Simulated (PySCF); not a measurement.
SMILES CS[SiH2][SiH2]c1ccco1 (C5H10OSSi2), GFN2-xTB optimised geometry.

```
19

C     -4.08    -0.75     0.38
S     -2.69    -1.92     0.28
Si    -1.05    -0.53     0.18
Si     0.88    -1.77     0.00
C      2.20    -0.45     0.00
C      3.57    -0.45     0.00
C      3.98     0.90     0.00
C      2.84     1.64     0.00
O      1.76     0.84     0.00
H     -4.10    -0.13    -0.51
H     -3.96    -0.13     1.27
H     -4.99    -1.34     0.46
H     -1.38     0.35    -0.95
H     -1.20     0.30     1.38
H      1.16    -2.70     1.11
H      1.02    -2.56    -1.24
H      4.20    -1.31     0.00
H      4.99     1.28     0.00
H      2.67     2.70     0.00
```

Density from PBE0/def2-SVP (PySCF) at that geometry.

Minimum of the electron density along straight lines between bonded atoms, close to the bond critical point (lines longer than 1.1 times the sum of covalent radii, or with two minima, are not listed):

```csv
bond,length / Å,ρ at the minimum / e bohr⁻³,∇²ρ there / e bohr⁻⁵,position (fraction from the first atom)
C1–S2,1.816,0.177,-0.31,0.46
S2–Si3,2.155,?,0.15,0.64
Si4–C5,1.872,0.112,0.38,0.38
C5–C6,1.367,0.323,-0.82,0.51
C6–C7,1.413,0.292,?,0.50
C7–C8,1.361,0.326,-0.84,0.48
C5–O9,1.360,0.276,0.08,0.33
C8–O9,1.340,0.292,?,0.33
C1–H10,1.086,0.280,-1.06,0.64
C1–H11,1.086,0.280,-1.06,0.64
C1–H12,1.085,0.280,-1.06,0.64
Si3–H13,1.468,0.116,0.32,0.49
Si3–H14,1.468,0.116,0.32,0.49
Si4–H15,1.469,0.116,0.31,0.49
Si4–H16,1.470,0.116,0.31,0.49
C6–H17,1.070,0.286,-1.11,0.63
C7–H18,1.071,0.285,-1.11,0.64
C8–H19,1.072,0.291,-1.17,0.65
```

Problem. What belongs in the gaps?

Solution. 
- S2–Si3, ρ at the minimum / e bohr⁻³: 0.092
- C6–C7, ∇²ρ there / e bohr⁻⁵: -0.69
- C8–O9, ∇²ρ there / e bohr⁻⁵: 0.07
